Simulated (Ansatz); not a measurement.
**Worked example: C4H3F5 → C4H2F4 + HF**

Species: C4H3F5 `FC1C(F)C(F)(F)C1F`, singlet; C4H2F4 `FC1=CC(F)(F)C1F`, singlet; HF (hydrogen fluoride), singlet. 

Shapes, held fixed at every level: PBE0-D4/def2-TZVP. Programs: Ansatz 0.2.0. The zero-point and thermal change to 298 K, harmonic and unscaled (PBE0-D4/def2-TZVP), is -11.0 kJ/mol.

At CCSD(T)/CBS estimate; 1 Eh = 2625.50 kJ/mol:

```
species  energy (Eh)
 C4H3F5  -652.919518
 C4H2F4  -552.504507
     HF  -100.395703
```

Q: Work out ΔH(298 K) of the reaction at this level.

A: 
1. Products less reactants: (-552.504507) + (-100.395703) − [(-652.919518)] = 0.019308 Eh = +50.7 kJ/mol.
2. With the thermal change: +50.7 + (-11.0) = +39.7 kJ/mol.

Other levels give +37.7 (MP2/def2-TZVPP) to +79.2 kJ/mol (SPW92/def2-TZVPP). No measured value is set beside it here. The CBS estimate extrapolates MP2 from def2-TZVPP and def2-QZVPP and adds CCSD(T) − MP2 in the triple-zeta set, cores frozen. The median of the other levels is +57.6 kJ/mol.
